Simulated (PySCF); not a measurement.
# Correlation energy of Mg (magnesium, neutral)

Starting occupation: [Ne] 3s2. All numbers are calculated (PySCF 2.14, X2C-1e with screened-nucleus spin-orbit coupling, Gaussian nucleus, in an even-tempered Gaussian basis (21 s from 0.0085 bohr⁻², ratio 2.6; 14 p from 0.011 bohr⁻², ratio 2.6; 6 d from 0.16 bohr⁻², ratio 2.8; 5 f from 0.24 bohr⁻², ratio 2.8)). Frozen: 1s2; 10 electrons correlated; the 52 highest virtual spinors left out.

MP2 pair energies summed by pair of shells (mhartree):

```json
{"pair": "2p1/2-2p3/2", "energy": "-93.28", "share (%)": "29.0"}
{"pair": "2p3/2-2p3/2", "energy": "-87.72", "share (%)": "27.3"}
{"pair": "2p3/2-2s1/2", "energy": "-45.73", "share (%)": "14.2"}
{"pair": "3s1/2-3s1/2", "energy": "-23.83", "share (%)": "7.4"}
{"pair": "2p1/2-2s1/2", "energy": "-22.89", "share (%)": "7.1"}
{"pair": "2p1/2-2p1/2", "energy": "-20.57", "share (%)": "6.4"}
{"pair": "2p3/2-3s1/2", "energy": "-10.68", "share (%)": "3.3"}
{"pair": "2s1/2-2s1/2", "energy": "-10.24", "share (%)": "3.2"}
{"pair": "2p1/2-3s1/2", "energy": "-5.30", "share (%)": "1.6"}
{"pair": "2s1/2-3s1/2", "energy": "-1.58", "share (%)": "0.5"}
```

Total MP2 correlation energy: -321.83 mhartree.

The virtual space was cut to 52 spinors, which keep -263.89 of the -321.83 mhartree of MP2 correlation.

```csv
level,correlation energy (mhartree)
CCSD,-275.93
(T),-3.00
CCSD(T),-278.93
```

Diagnostics: T1 = 0.0088, largest double amplitude 0.141.

Cost of the coupled-cluster step: about 22 core-seconds, for 10 occupied and 52 virtual spinors.

Iterations:

```
Init t2, MP2 energy = -0.263888318155444
CCSD nocc = 10, nmo = 62
Init t2, MP2 energy = -0.263888318155444
Init E_corr(GCCSD) = -0.263888318155444
cycle = 1  E_corr(GCCSD) = -0.270769305072729  dE = -0.00688098692  norm(t1,t2) = 0.0580881
cycle = 2  E_corr(GCCSD) = -0.274123537095433  dE = -0.00335423202  norm(t1,t2) = 0.0244905
cycle = 3  E_corr(GCCSD) = -0.275906868558071  dE = -0.00178333146  norm(t1,t2) = 0.0117643
cycle = 4  E_corr(GCCSD) = -0.275949509605322  dE = -4.26410473e-05  norm(t1,t2) = 0.00120094
cycle = 5  E_corr(GCCSD) = -0.275923205818619  dE = 2.63037867e-05  norm(t1,t2) = 0.000281184
cycle = 6  E_corr(GCCSD) = -0.275926817674235  dE = -3.61185562e-06  norm(t1,t2) = 4.79895e-05
cycle = 7  E_corr(GCCSD) = -0.275927073508773  dE = -2.55834538e-07  norm(t1,t2) = 6.35193e-06
cycle = 8  E_corr(GCCSD) = -0.27592704096319  dE = 3.25455835e-08  norm(t1,t2) = 1.2926e-06
cycle = 9  E_corr(GCCSD) = -0.275927055522825  dE = -1.45596358e-08  norm(t1,t2) = 5.02821e-07
cycle = 10  E_corr(GCCSD) = -0.275927059773871  dE = -4.25104574e-09  norm(t1,t2) = 1.5617e-07
GCCSD converged
E(GCCSD) = -200.1969721880257  E_corr = -0.2759270597738711
```

The coupled-cluster values are those of the cut space; adding the MP2 remainder, -57.94 mhartree, estimates the full space.
